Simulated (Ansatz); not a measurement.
Reaction (formal hydrolysis of a C–Si bond): `N/C=C(\F)[SiH3]` + H₂O → `N/C=C(\O)F` + SiH₄

Program: Ansatz. Geometries: PBE0-D4/def2-TZVP. ΔE: electronic, gas phase. CBS: MP2 limit from def2 TZ/QZ plus the TZ coupled-cluster correction, frozen cores. This one scheme is used for every species. Double bonds are as drawn, so ΔE can hold a change between cis and trans. DFT in def2-TZVPP. B3LYP here is the variant with VWN-RPA as its local correlation; programs differ in this. One conformer a species, not always the lowest.

| level | ΔE (kJ/mol) | difference from CCSD(T)/CBS |
| --- | --- | --- |
| PBE-D4 | 61.5 | -11.0 |
| B3LYP-D4 | 63.3 | -9.2 |
| ωB97M-V | 61.9 | -10.6 |
| B2PLYP | 63.0 | -9.5 |
| PBE-QIDH | 63.5 | -9.0 |
| RPA@PBE/def2-TZVPP | 59.6 | -12.9 |
| HF/def2-SVP | 30.7 | -41.8 |
| MP2/def2-TZVPP | 70.7 | -1.8 |
| HF/def2-QZVPP | 53.6 | -18.9 |
| CCSD/CBS(def2) | 71.1 | -1.4 |
| CCSD(T)/CBS | 72.5 | 0 |

Largest T1 diagnostic among the species: 0.013.

The D4 term adds +5.4 kJ/mol with B3LYP and +3.0 kJ/mol with PBE0; it sums over pairs of atoms, weighted by their polarisabilities, and B3LYP, whose exchange is more repulsive, gets the larger term. At CCSD(T), def2-SVP lies −40.6 kJ/mol from the extrapolated value and def2-TZVPP −9.7 kJ/mol. In def2-TZVPP, CCSD(T) changes the Hartree–Fock value by +10.7 kJ/mol (the triples alone add +1.4 kJ/mol) and MP2 by +18.6 kJ/mol.

CCSD(T)/CBS has its own doubt, a few kJ/mol and more with outer-core shells, so smaller differences from it don't rank the levels.
